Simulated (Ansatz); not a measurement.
A nudged elastic band was laid between two geometries of F3HHfO + H2 (8 atoms, charge 0, multiplicity 1).

Theory: RKS PBE0-D4/def2-SVP in Ansatz.

```yaml
movable_images: 5
climbing_image: yes
spring: 5.0 eV/Å²
optimiser: quadratic models (default)
start_path: through a guess of the saddle point
force_threshold: 0.5 eV/Å
iteration_limit: 60
end_points: relaxed
```

Image 0:

```xyz
8
Properties=species:S:1:pos:R:3
Hf -0.144 0.114 0.071
O -0.449 0.183 1.955
H -0.633 0.260 2.888
F 1.707 0.350 -0.361
F -1.079 1.574 -0.726
F -0.850 -1.484 -0.717
H 1.353 -2.290 0.902
H 1.154 -1.975 1.566
```

Image 6:

```xyz
8
Properties=species:S:1:pos:R:3
Hf 0.367 -0.215 -0.149
O -0.379 -0.457 2.049
H -1.059 -1.136 2.153
F 0.981 -0.289 -1.952
F 0.349 1.655 0.256
F -1.225 -1.308 -0.239
H 1.834 -1.036 0.632
H 0.192 -0.483 2.827
```

**Question.** Which bonds break or form, and what moves?

**Answer.** Bonds broken: H7–H8. Bonds formed: Hf1–H7, O2–H8. F3HHfO + H2 becomes F3H3HfO.

**Question.** Give the energies along the band, and the barrier.

**Answer.** It converged. The highest image is number 3 of 0 to 6, 1.24 eV above the first end and 0.52 eV above the last; the last end lies 0.72 eV above the first. The threshold of 0.5 eV/Å is loose, so the images may lie well off the minimum-energy path. The order of the stationary point at the top wasn't checked. The orbitals stay closed-shell, which can raise the energy where a bond breaks towards radicals; this wasn't checked here.

```tsv
image	path coordinate (Å)	energy (eV)	H7–H8 (Å)	Hf1–H7 (Å)	O2–H8 (Å)
0	0.00	0.00	0.76	2.95	2.72
1	1.14	0.06	0.76	3.04	2.60
2	2.28	0.28	0.76	2.64	2.19
3	3.41	1.24	1.06	2.04	1.20
4	4.15	0.86	1.76	1.89	0.97
5	4.88	0.74	2.32	1.87	0.97
6	5.62	0.72	2.80	1.85	0.96
```

**Question.** What is the geometry of the highest image?

**Answer.** 
```xyz
8
Properties=species:S:1:pos:R:3
Hf 0.133 -0.233 -0.031
O -0.370 -0.369 2.024
H -0.997 -0.663 2.692
F 1.547 -0.374 -1.318
F -0.318 1.608 -0.216
F -1.198 -1.406 -0.714
H 1.537 -0.995 1.241
H 0.727 -0.836 1.900
```

The band took 10 iterations and roughly 6 core-minutes.

The run took 3.2 min on 2 threads of Arm Neoverse V1 (shared host), peak memory 0.22 GiB.
